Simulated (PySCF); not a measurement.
These compounds are isomers of formula C2H12OP2Si2.

A. `InChI=1S/C2H12OP2Si2/c1-6-2-3-7(4)5/h7H,2,4-6H2,1H3`
B. SMILES C[SiH](C)O[SiH](P)P
C. SMILES P[SiH](COC[SiH3])P
D. SMILES CC[Si](P)(P)O[SiH3]

Spectrum 1. ¹³C{¹H} NMR (computed): δ 2.3 (CH3).

Spectrum 2. ¹³C{¹H} NMR (computed): δ 66.1 (CH2), 65.6 (CH2).

Spectrum 3. ¹³C{¹H} NMR (computed): δ 18.6 (CH2), 10.6 (CH3).

Spectrum 4. ¹³C{¹H} NMR (computed): δ 58.1 (CH2), -9.1 (CH3).

Theory: σ from GIAO-PBE0/pcSseg-1, geometry from GFN2-xTB, in PySCF 2.14 (single conformer, isolated molecule, non-relativistic Hamiltonian, rapidly exchanging positions averaged).

Shifts are taken against calculated references (same method and geometry level): TMS for ¹³C. Splittings of carbon signals by F and P are missing where no couplings were computed. Shifts are as computed. Against solution values, carbons near 30 ppm lie about +3 ppm off and those near 130 ppm about +5 ppm. Of 1211 compounds with measured shifts, 218 miss one by over three times the rms of a fit or turn the order of signals round; such compounds aren't used in these exercises.

**Question.** Which spectrum belongs to which compound?

**Answer.** 1–B, 2–C, 3–D, 4–A.

- Spectrum 1 (B): a single ¹³C signal, at 2.3 ppm (methyl carbon bonded to Si).
- Spectrum 2 (C): 2 ¹³C signals; δC 66.1 is an sp3 CH2 bonded to O and Si; δC 65.6 is an sp3 CH2 bonded to O and Si.
- Spectrum 3 (D): 2 ¹³C signals; δC 10.6 is a methyl carbon; δC 18.6 is an sp3 CH2 bonded to Si.
- Spectrum 4 (A): 2 ¹³C signals; δC 58.1 is an sp3 CH2 bonded to O and Si; δC -9.1 is a methyl carbon bonded to Si.
